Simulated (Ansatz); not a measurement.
Geometry optimisation, RKS PBE0/def2-SVP in Ansatz 0.2.0.

Input:

```yaml
crystal:
  periodic: [false, false, false]
  atoms:
    - { symbol: In, position_ang: [-1.484564, 0.155201, 1.544517] }
    - { symbol: H, position_ang: [-0.209657, -0.432214, 0.396789] }
    - { symbol: C, position_ang: [0.583433, -0.483848, -0.43448] }
    - { symbol: H, position_ang: [0.684703, 0.424418, -1.035591] }
    - { symbol: Cl, position_ang: [-1.40919, 2.380496, 0.53485] }
    - { symbol: H, position_ang: [0.300439, -1.332577, -1.072718] }
    - { symbol: H, position_ang: [1.534936, -0.711475, 0.066633] }
basis:
  gaussian: { orbitals: def2-SVP }
hamiltonian:
  xc: pbe0
relax:
  f_tol: 0.03
  max_steps: 50
output:
  orbitals: {}
```

Run as:

```bash
$ ansatz run input.yaml --threads 2 --pin off --max-ram 3072MiB --backend cpu --events-out ev --progress --plain --runs-dir out
```

Problem. Where does it end, and by what steps?

Solution. The run converged. The force dipped under the threshold on the way, but the program's further checks kept it going. After 11 steps the energy has fallen by 0.814 eV; In1 moved furthest, 0.99 Å. Parted: In1–H2.

```tsv
step	energy less start (eV)	largest force component (eV/Å)	accepted
0	0.0000	2.184	yes
1	-0.4890	0.742	yes
2	-0.6613	0.252	yes
3	-0.7437	0.249	yes
4	-0.7844	0.088	yes
5	-0.7923	0.096	yes
6	-0.7982	0.126	yes
7	-0.7998	0.495	yes
8	-0.8126	0.085	yes
9	-0.8136	0.052	yes
10	-0.8140	0.021	yes
11	-0.8141	0.007	yes
```

```xyz
7
Properties=species:S:1:pos:R:3
In -2.106 0.809 1.955
H 0.233 -1.306 0.289
C 0.714 -0.681 -0.477
H 0.286 0.332 -0.468
Cl -1.471 2.608 0.436
H 0.554 -1.136 -1.464
H 1.791 -0.625 -0.271
```

Run time: 24 s on 2 threads of Arm Neoverse V1, with other jobs on the host, peak memory 0.18 GiB.
